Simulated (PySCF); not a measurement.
TeClBr, SMILES Cl[Te]Br.

The structure is a stationary point at PBE0-D3(BJ)/def2-TZVP. The def2 effective core potentials stand for the cores of Te; spin–orbit coupling is left out.

Method: PBE0-D3(BJ)/def2-TZVP in PySCF 2.14.0.

Frequencies are harmonic and unscaled.

```
mode  ν (cm⁻¹)  IR (km/mol)  moving atoms (share of kinetic energy)
----  --------  -----------  --------------------------------------
1          107          0.6               Cl 57 %, Br 26 %, Te 17 %
2          265         17.8                        Br 60 %, Te 40 %
3          379         35.1                        Cl 78 %, Te 22 %
```
